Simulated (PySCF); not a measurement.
H6S, SMILES [H][S@OH27]([H])([H])([H])([H])[H].

Geometry: ωB97X-D3(BJ)/def2-TZVP.

All values below come from ωB97X-D3(BJ)/def2-TZVP run with PySCF 2.14.0.

Frequencies are harmonic and unscaled.

Modes within 1.5 cm⁻¹ of each other (mostly degenerate sets) share a row, with their intensities summed.

Computed vibrational spectrum:
```json
[
 {"mode": "1–3", "ν (cm⁻¹)": "1365", "IR (km/mol)": "0.0", "Raman (Å⁴/amu)": "0.0", "depolarisation": "–", "moving atoms (share of kinetic energy)": "H 100 %"},
 {"mode": "4–6", "ν (cm⁻¹)": "1406", "IR (km/mol)": "381.2", "Raman (Å⁴/amu)": "0.0", "depolarisation": "–", "moving atoms (share of kinetic energy)": "H 89 %, S 11 %"},
 {"mode": "7–9", "ν (cm⁻¹)": "1425", "IR (km/mol)": "0.0", "Raman (Å⁴/amu)": "187.6", "depolarisation": "0.75", "moving atoms (share of kinetic energy)": "H 100 %"},
 {"mode": "10–11", "ν (cm⁻¹)": "2059", "IR (km/mol)": "0.0", "Raman (Å⁴/amu)": "1315.4", "depolarisation": "0.75", "moving atoms (share of kinetic energy)": "H 100 %"},
 {"mode": "12–14", "ν (cm⁻¹)": "2168", "IR (km/mol)": "2462.9", "Raman (Å⁴/amu)": "0.0", "depolarisation": "–", "moving atoms (share of kinetic energy)": "H 95 %"},
 {"mode": "15", "ν (cm⁻¹)": "2357", "IR (km/mol)": "0.0", "Raman (Å⁴/amu)": "527.0", "depolarisation": "0.00", "moving atoms (share of kinetic energy)": "H 100 %"}
]
```
